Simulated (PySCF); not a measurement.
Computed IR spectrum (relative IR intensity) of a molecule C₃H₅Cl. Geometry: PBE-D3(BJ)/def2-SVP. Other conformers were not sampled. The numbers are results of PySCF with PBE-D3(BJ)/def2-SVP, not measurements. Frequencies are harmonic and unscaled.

ν (cm⁻¹): 341 (vw), 440 (w), 632 (s), 842 (s), 902 (vw), 969 (vw), 1152 (vs), 1328 (w), 1357 (w), 1388 (m), 1405 (m), 1667 (vs), 2971 (m), 3050 (w), 3083 (w) (against the strongest line: vs over 80 %, s over 45 %, m over 15 %, w over 4 %, vw less)

Problem. Which molecule gave these data?
A. ClC1CC1
B. C/C=C\Cl
C. C=C(C)Cl

Solution. C, C=C(C)Cl
